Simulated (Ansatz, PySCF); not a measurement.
Gas-phase reaction (SMILES): CSB(C)C + O (H2O) → CB(C)O + CS (CH4S) [methanethiol]; water cleaves one B-S bond, a model of a ligand-exchange step.

Geometries: B3LYP-D3(BJ)/def2-TZVP minima from Ansatz (a program for electronic structure), one conformer each, not searched for the lowest. Valence correlation only, unless marked. Spin-orbit coupling is left out. No relativistic terms. Basis-set limits of correlation are two-point, X^-3; Hartree-Fock from the larger set. Thermal terms are rigid-rotor harmonic-oscillator values from B3LYP-D3(BJ) frequencies (PySCF) at 298.15 K and 1 atm. 1 Eh = 627.5095 kcal/mol.

```
species    E, CCSD(T)/CBS(cc-pV(T+d)Z,cc-pV(Q+d)Z) (Ansatz) (Eh)  E, B3LYP-D3(BJ)/def2-TZVPD (Ansatz + dftd3) (Eh)  H - E (Eh)  G - E (Eh)
---------  -----------------------------------------------------  ------------------------------------------------  ----------  ----------
CSB(C)C                                               -542.18125                                        -542.93912     0.12535     0.08389
O (H2O)                                                -76.37426                                         -76.46738     0.02495     0.00353
CB(C)O                                                -180.35174                                        -180.66678     0.09892     0.06308
CS (CH4S)                                             -438.22076                                        -438.75720     0.05042     0.02163
```

**Question.** Work out ΔE and ΔH, ΔG, ΔS and the equilibrium constant at 298.15 K at the first level, then ΔH at the second.

**Answer.** 
1. ΔE = [(-180.35174) + (-438.22076)] - [(-542.18125) + (-76.37426)] = -0.01699 Eh = -10.7 kcal/mol at CCSD(T)/CBS(cc-pV(T+d)Z,cc-pV(Q+d)Z).
2. The terms H - E add up to -0.00096 Eh, so ΔH = (-0.01699 + (-0.00096))×627.5095 = -11.3 kcal/mol.
3. The terms G - E add up to -0.00271 Eh, so ΔG = -12.4 kcal/mol, and ΔS = (-0.00096 - (-0.00271))×627509.5/298.15 = 3.7 cal/(mol K).
4. log10 K = -ΔG/(RT ln 10) = 9.1, with RT ln 10 = 1.3642 kcal/mol.
5. At B3LYP-D3(BJ)/def2-TZVPD the same steps give ΔE = -11.0 and ΔH = -11.6 kcal/mol, a shift of -0.3 from the first level.
6. These values are not checked against measurement here, since the tables used lack a sound gas-phase enthalpy of formation for at least one species.
